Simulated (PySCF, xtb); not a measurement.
C₅H₆BF, SMILES C#CC(=C)B(C)F.

GFN2-xTB (xtb) at its own geometry gives an orbital gap of 3.27 eV and a dipole moment of 1.85 D.

Geometry optimised at PBE0-D3(BJ)/def2-SVP. This is a generated structure with no PubChem entry under its InChIKey; it may be hypothetical. The values are those of a single conformer.

### Question
What does PBE0/def2-TZVP run with PySCF give? (An estimate is asked for; the answer gives what the named calculation found.)

### Answer
gap 5.47 eV (levels -7.30 and -1.82 eV), dipole 1.77 D.
